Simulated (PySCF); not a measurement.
**Atomic charges against the basis set**

Compound: C5H10N3 (charge +1).
Numbering: `[CH3:1][c:2]1[n:3][n:4]([CH3:5])[cH:6][c:7]1[NH3+:8]` (hydrogens: H9, H10, H11 on C1; H12, H13, H14 on C5; H15 on C6; H16, H17, H18 on N8)

PBE0 throughout (PySCF), one geometry, spherical d and f functions. Geometry: PBE0-D3(BJ)/def2-SVP; no solvent, vibrations or thermal averaging. The first 7 of 12 kinds of atom are listed.

Mulliken charges (e):

```json
{"basis": "STO-3G", "functions": "50", "C1": "-0.250", "C2": "+0.070", "N3": "-0.133", "N4": "-0.081", "C5": "-0.141", "C6": "-0.001", "C7": "+0.017"}
{"basis": "pcSseg-0", "functions": "92", "C1": "-0.602", "C2": "+0.216", "N3": "-0.291", "N4": "-0.597", "C5": "-0.354", "C6": "+0.271", "C7": "-0.141"}
{"basis": "6-31G", "functions": "92", "C1": "-0.557", "C2": "+0.352", "N3": "-0.219", "N4": "-0.524", "C5": "-0.292", "C6": "+0.298", "C7": "-0.123"}
{"basis": "6-31G*", "functions": "132", "C1": "-0.634", "C2": "+0.374", "N3": "-0.275", "N4": "-0.260", "C5": "-0.393", "C6": "+0.118", "C7": "-0.070"}
{"basis": "cc-pVDZ", "functions": "162", "C1": "-0.031", "C2": "+0.140", "N3": "-0.182", "N4": "-0.168", "C5": "+0.048", "C6": "+0.268", "C7": "-0.342"}
{"basis": "def2-SVP", "functions": "162", "C1": "-0.001", "C2": "-0.037", "N3": "-0.100", "N4": "-0.208", "C5": "+0.075", "C6": "+0.153", "C7": "-0.233"}
{"basis": "pcSseg-1", "functions": "186", "C1": "-0.184", "C2": "+0.197", "N3": "-0.217", "N4": "-0.445", "C5": "-0.028", "C6": "+0.369", "C7": "-0.325"}
{"basis": "aug-cc-pVDZ", "functions": "274", "C1": "+0.580", "C2": "+0.160", "N3": "-0.586", "N4": "-0.352", "C5": "+1.001", "C6": "+0.817", "C7": "+0.303"}
{"basis": "6-311+G(2d,p)", "functions": "276", "C1": "-0.876", "C2": "+0.671", "N3": "-0.482", "N4": "+0.394", "C5": "-0.394", "C6": "-0.129", "C7": "-0.139"}
{"basis": "def2-TZVP", "functions": "308", "C1": "-0.440", "C2": "+0.054", "N3": "-0.205", "N4": "+0.174", "C5": "-0.303", "C6": "-0.167", "C7": "-0.054"}
```

IAO charges (e):

| basis | functions | C1 | C2 | N3 | N4 | C5 | C6 | C7 |
| --- | --- | --- | --- | --- | --- | --- | --- | --- |
| STO-3G | 50 | -0.412 | +0.031 | -0.117 | +0.053 | -0.307 | -0.092 | -0.040 |
| pcSseg-0 | 92 | -0.450 | +0.071 | -0.200 | +0.058 | -0.313 | -0.093 | -0.075 |
| 6-31G | 92 | -0.462 | +0.079 | -0.204 | +0.070 | -0.335 | -0.110 | -0.066 |
| 6-31G* | 132 | -0.446 | +0.095 | -0.216 | +0.082 | -0.316 | -0.098 | -0.072 |
| cc-pVDZ | 162 | -0.446 | +0.095 | -0.215 | +0.086 | -0.315 | -0.104 | -0.073 |
| def2-SVP | 162 | -0.436 | +0.093 | -0.215 | +0.087 | -0.304 | -0.099 | -0.073 |
| pcSseg-1 | 186 | -0.443 | +0.094 | -0.219 | +0.081 | -0.310 | -0.102 | -0.076 |
| aug-cc-pVDZ | 274 | -0.455 | +0.098 | -0.227 | +0.088 | -0.323 | -0.107 | -0.073 |
| 6-311+G(2d,p) | 276 | -0.456 | +0.098 | -0.227 | +0.086 | -0.324 | -0.106 | -0.073 |
| def2-TZVP | 308 | -0.456 | +0.099 | -0.225 | +0.086 | -0.323 | -0.104 | -0.072 |

Hirshfeld charges (e):

```csv
basis,functions,C1,C2,N3,N4,C5,C6,C7
STO-3G,50,-0.026,+0.028,-0.130,+0.058,+0.054,+0.005,-0.029
pcSseg-0,92,-0.094,+0.028,-0.116,+0.095,-0.028,-0.016,-0.024
6-31G,92,-0.088,+0.031,-0.132,+0.069,-0.019,-0.017,-0.021
6-31G*,132,-0.089,+0.035,-0.127,+0.068,-0.020,-0.011,-0.020
cc-pVDZ,162,-0.103,+0.030,-0.103,+0.083,-0.034,-0.015,-0.021
def2-SVP,162,-0.107,+0.034,-0.110,+0.087,-0.038,-0.014,-0.019
pcSseg-1,186,-0.107,+0.034,-0.106,+0.069,-0.036,-0.009,-0.012
aug-cc-pVDZ,274,-0.112,+0.033,-0.104,+0.052,-0.040,-0.005,-0.011
"6-311+G(2d,p)",276,-0.103,+0.030,-0.108,+0.048,-0.031,-0.005,-0.013
def2-TZVP,308,-0.109,+0.033,-0.107,+0.058,-0.037,-0.007,-0.013
```

ESP-fitted charges (e):

```csv
basis,functions,C1,C2,N3,N4,C5,C6,C7
STO-3G,50,-0.519,+0.343,-0.451,+0.499,-0.592,-0.323,+0.113
pcSseg-0,92,-0.623,+0.390,-0.539,+0.490,-0.635,-0.433,+0.121
6-31G,92,-0.522,+0.358,-0.517,+0.465,-0.555,-0.409,+0.113
6-31G*,132,-0.549,+0.310,-0.429,+0.403,-0.526,-0.401,+0.144
cc-pVDZ,162,-0.484,+0.295,-0.422,+0.412,-0.491,-0.381,+0.069
def2-SVP,162,-0.484,+0.315,-0.457,+0.446,-0.502,-0.390,+0.071
pcSseg-1,186,-0.512,+0.310,-0.453,+0.421,-0.497,-0.409,+0.090
aug-cc-pVDZ,274,-0.534,+0.331,-0.468,+0.462,-0.548,-0.423,+0.134
"6-311+G(2d,p)",276,-0.566,+0.329,-0.464,+0.462,-0.562,-0.442,+0.152
def2-TZVP,308,-0.564,+0.335,-0.467,+0.477,-0.565,-0.447,+0.152
```

Problem. Which scheme is steadiest as the basis changes?

Solution. Largest range over the bases for any column: Hirshfeld 0.09 e, IAO 0.11 e, ESP-fitted 0.14 e, Mulliken 1.46 e. Hirshfeld charges move least and Mulliken charges most, counted in e. Without the minimal STO-3G basis the ranges are Hirshfeld 0.05, IAO 0.03, ESP-fitted 0.14, Mulliken 1.46 e.

Problem. How much do the charges still move between the two largest bases, 6-311+G(2d,p) and def2-TZVP?

Solution. At most, over all atoms: Mulliken 0.617 e, IAO 0.001 e, Hirshfeld 0.010 e, ESP-fitted 0.015 e.

Problem. What do the same runs give for the total energy and the frontier levels?

Solution. 
| basis | energy (Eh) | HOMO (eV) | LUMO (eV) |
| --- | --- | --- | --- |
| STO-3G | -355.7042 | -9.94 | -1.43 |
| pcSseg-0 | -359.2772 | -11.64 | -4.36 |
| 6-31G | -360.0106 | -11.30 | -4.12 |
| 6-31G* | -360.1179 | -11.18 | -4.02 |
| cc-pVDZ | -360.1514 | -11.22 | -4.42 |
| def2-SVP | -359.8687 | -11.33 | -4.39 |
| pcSseg-1 | -360.0775 | -11.38 | -4.70 |
| aug-cc-pVDZ | -360.1709 | -11.30 | -5.06 |
| 6-311+G(2d,p) | -360.2247 | -11.31 | -5.02 |
| def2-TZVP | -360.2546 | -11.31 | -4.77 |
